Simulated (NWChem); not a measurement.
# Correlation energy of Cl$_{2}$ (-1)

```
Cl
Cl 1 2.6533
```
Charge -1, spin multiplicity 2.

The numbers come from NWChem runs, not from measurements. The geometry was optimised at UPBE0/def2-SVP, a minimum by its harmonic frequencies.

Basis set: aug-cc-pVDZ. Each correlation energy counts from its own Hartree-Fock reference.

The correlated methods keep 10 core orbitals frozen. The structure started from a generated list of species. The unpaired electrons of the parent sit in orbitals of symmetry b1u (D2h labels of the run); other states weren't searched. The anion's geometry comes from a basis without diffuse functions. No SCF solution was tested for a lower state. Open-shell Hartree-Fock references start from PBE0 orbitals. No row is a measurement; the coupled-cluster row has its own basis-set and correlation limits.

Order these methods by the correlation energy they give, lowest first: CCSD on UHF, CCSD(T) on ROHF, CCSD on ROHF, SCS-UMP2, CCSD(T) on UHF.

CCSD(T) on ROHF (-343.3 mHa), CCSD(T) on UHF (-335.8 mHa), CCSD on ROHF (-333.7 mHa), CCSD on UHF (-326.7 mHa), SCS-UMP2 (-289.3 mHa)
